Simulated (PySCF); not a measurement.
Gas-phase reaction: 2 GeF₂ + O₂ ⇌ 2 GeO + 2 F₂

Method: PySCF energies plus ideal-gas RRHO corrections (1 bar). † marks an energy on the PBE0/def2-TZVP geometry and frequencies. MP2 and CCSD(T) freeze the core. Open shells (unrestricted): O₂ (multiplicity 3); the rest are closed-shell singlets. Ge: all electrons, no relativistic terms. MP2 isn't extrapolated to the basis-set limit. CCSD(T) isn't extrapolated to the basis-set limit. Warning, large T1 diagnostic: GeO (CCSD(T)/def2-TZVPP†).

MP2/def2-SVP† gives ΔH°(298 K) = 981 kJ.

**Question.** What do PBE0/def2-SVP†, MP2/def2-TZVPP†, CCSD(T)/def2-TZVPP† give?

**Answer.** PBE0/def2-SVP†: 1048 kJ; MP2/def2-TZVPP†: 992 kJ; CCSD(T)/def2-TZVPP†: 985 kJ. For scale, ΔH°(298 K) is 981 kJ at this level, 1041 kJ at ωB97M-V/def2-TZVP†, and runs from 657 to 1246 kJ over the 20 levels computed.
